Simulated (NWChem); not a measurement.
System: CdIF; SMILES [Cd]([I])[F]

Input file for NWChem:

```
start job
memory heap 200 mb stack 900 mb global 1100 mb
geometry units angstroms noautoz
  Cd     0.422329    -0.835817     0.000000
  F      1.028068    -2.670414     0.000000
  I     -0.383910     1.603463     0.000000
end
basis spherical
  Cd library def2-svp
  F library def2-svp
  I library def2-svp
end
ecp
  Cd library def2-ecp
  I library def2-ecp
end
dft
  xc rpbe cpbe96
  iterations 150
  mulliken
end
task dft energy
```

Parts of the log:

```
             Northwest Computational Chemistry Package (NWChem) 7.3.0
             --------------------------------------------------------

 ORDER OF PRIMARY AXIS IS BEING SET TO 4
 C4V symmetry detected

                             Geometry "geometry" -> ""
                             -------------------------

 Output coordinates in angstroms (scale by  1.889725989 to convert to a.u.)

  No.       Tag          Charge          X              Y              Z
 ---- ---------------- ---------- -------------- -------------- --------------
    1 Cd                  48.0000     0.00000000     0.00000000    -1.07974986
    2 F                    9.0000     0.00000000     0.00000000    -3.01176064
    3 I                   53.0000     0.00000000     0.00000000     1.48931772

 Effective nuclear repulsion energy (a.u.)     698.4178596915

      Symmetry information
      --------------------

 Group name             C4v
 Group number             18
 Group order               8
 No. of unique centers     3

 Summary of "ao basis" -> "ao basis" (spherical)
 ------------------------------------------------------------------------------
       Tag                 Description            Shells   Functions and Types
 ---------------- ------------------------------  ------  ---------------------
 Cd                         def2-svp                11       31   5s3p2d1f
 F                          def2-svp                 6       14   3s2p1d
 I                          def2-svp                10       26   4s4p2d

      Symmetry analysis of basis
      --------------------------

        a1         27
        a2          0
        b1          6
        b2          6
        e          32

            General Information
            -------------------
          SCF calculation type: DFT
          Wavefunction type:  closed shell.
          No. of atoms     :     3
          No. of electrons :    54
           Alpha electrons :    27
            Beta electrons :    27
          Charge           :     0
          Spin multiplicity:     1
          Use of symmetry is: on ; symmetry adaption is: on
          Maximum number of iterations: 150
          AO basis - number of functions:    71
                     number of shells:    27
          Convergence on energy requested:  1.00D-06
          Convergence on density requested:  1.00D-05
          Convergence on gradient requested:  5.00D-04

              XC Information
              --------------
                          RPBE Exchange Functional  1.000
            Perdew 1991 LDA Correlation Functional  1.000 local
           PerdewBurkeErnz. Correlation Functional  1.000 non-local

             Grid Information
             ----------------
          Grid used for XC integration:  medium
          Radial quadrature: Mura-Knowles
          Angular quadrature: Lebedev.
          Tag              B.-S. Rad. Rad. Pts. Rad. Cut. Ang. Pts.
          ---              ---------- --------- --------- ---------
          Cd                  1.55      123           9.0       590
          F                   0.50       49          12.0       434
          I                   1.40      123          10.0       590
          Grid pruning is: on
          Number of quadrature shells:   295
          Spatial weights used:  Erf1

      Superposition of Atomic Density Guess
      -------------------------------------

 Sum of atomic energies:        -638.39331727

      Non-variational initial energy
      ------------------------------

 Total energy =    -562.874828
 1-e energy   =   -1310.881963
 2-e energy   =     569.262521
 HOMO         =      -0.353075
 LUMO         =      -0.085383

      Symmetry analysis of molecular orbitals - initial
      -------------------------------------------------

 !! scf_movecs_sym_adapt:   12 vectors were symmetry contaminated

  Symmetry fudging

 !! scf_movecs_sym_adapt:    8 vectors were symmetry contaminated

  Numbering of irreducible representations:

     1 a1          2 a2          3 b1          4 b2          5 e

  Orbital symmetries:

     1 a1          2 a1          3 a1          4 e           5 e
     6 a1          7 a1          8 e           9 e          10 a1
    11 e          12 e          13 b2         14 b1         15 a1
    16 a1         17 a1         18 e          19 e          20 b1
    21 b2         22 e          23 e          24 a1         25 a1
    26 e          27 e          28 a1         29 e          30 e
    31 a1         32 a1         33 a1         34 e          35 e
    36 a1         37 e

     ---------------------------------------------
      Total Density - Mulliken Population Analysis
     ---------------------------------------------

    Atom       Charge   Shell Charges
 -----------   ------   -------------------------------------------------------
    1 Cd  20    18.82  -0.37  1.61  0.75  0.47  0.20  5.95  0.16  0.06  9.13  0.86  0.00
    2 F    9     9.80   1.99  1.16  0.82  3.59  2.25  0.00
    3 I   25    25.37   1.83  0.22  1.23  0.67  2.93  3.13  2.62  2.74  9.83  0.19

   convergence    iter        energy       DeltaE   RMS-Dens  Diis-err
 ---------------- ----- ----------------- --------- --------- ---------
 d= 0,ls=0.0,diis     1   -565.2512931053 -7.44D+02  5.18D-02  7.83D-01
 d= 0,ls=0.0,diis     2   -561.7564522729  3.49D+00  3.86D-02  3.40D+01
 d= 0,ls=0.0,diis     3   -565.3243049912 -3.57D+00  9.46D-03  3.03D-01
 d= 0,ls=0.0,diis     4   -565.3478957112 -2.36D-02  4.36D-03  8.40D-02
 d= 0,ls=0.0,diis     5   -565.3618685884 -1.40D-02  6.85D-04  2.13D-03
  Resetting Diis
 d= 0,ls=0.0,diis     6   -565.3620974582 -2.29D-04  2.32D-04  2.89D-04
 d= 0,ls=0.0,diis     7   -565.3621381853 -4.07D-05  1.65D-04  2.33D-05
 d= 0,ls=0.0,diis     8   -565.3621260013  1.22D-05  1.11D-04  1.49D-04
 d= 0,ls=0.0,diis     9   -565.3621406941 -1.47D-05  1.99D-05  3.11D-06
 d= 0,ls=0.0,diis    10   -565.3621409614 -2.67D-07  5.13D-06  2.21D-07

[...]
```

Level: RPBE/def2-SVP with def2 effective core potentials on Cd, I. Coordinates come from a PBE0/def2-SVP optimisation. def2 effective core potentials on Cd, I; no spin-orbit coupling.
